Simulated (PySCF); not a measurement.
F$_{3}$Y, charge +1, doublet, at a GFN2-xTB geometry (such geometries of metal compounds can be far from the true shape) (the multiplicity is a formal guess) (all electrons, no relativity). Base run: B3LYP/3-21G run with PySCF.

Geometry (Å):
```xyz
4

Y      0.0881    -0.1862    -0.4436
F     -1.5666    -0.6069     0.7225
F     -0.1223     1.8247    -0.0112
F      1.3073    -0.4112     1.2110
```
Charge +1, spin multiplicity 2.
Orbitals are unrestricted.
All else is at PySCF's defaults.

Variants of this job, named by their change:

| change | basis functions | E (Eh) | HOMO (eV) |
|---|---|---|---|
| base | 63 | -3615.44029 | -15.28 |
| basis = ANO-RCC-VDZP; relativity = spin-free X2C | 85 | -3684.72734 | -16.17 |
| basis = jorge-DZP-DKH; relativity = none | 93 | -3616.26460 | -15.85 |
| basis = jorge-DZP-DKH; relativity = spin-free X2C; nucleus = Gaussian (with mol.nucmod = 'G') | 93 | -3684.47054 | -15.83 |
| basis = ANO-RCC-VDZP; relativity = spin-free X2C; nucleus = Gaussian (with mol.nucmod = 'G') | 85 | -3684.68846 | -16.17 |
| basis = x2c-SVPall; relativity = spin-free X2C | 95 | -3684.14538 | -15.97 |
| basis = x2c-SVPall; relativity = spin-free X2C; nucleus = Gaussian (with mol.nucmod = 'G') | 95 | -3684.11508 | -15.97 |
| basis = x2c-SVPall; relativity = none | 95 | -3603.02654 | -16.02 |
| basis = jorge-DZP-DKH; relativity = spin-free X2C | 93 | -3684.50507 | -15.83 |
| basis = ANO-RCC-VDZP; relativity = none | 85 | -3592.73150 | -16.21 |

Totals shift with the method and basis; they matter in differences.

Open shells are given as the SCF converged; they aren't shown to be the lowest states, and a large step between rows can be another state.

Basis sets contracted for a relativistic Hamiltonian are a mismatch without it, so the rows without relativity aren't non-relativistic limits. No row has spin-orbit coupling; sets with core potentials leave out the core electrons.
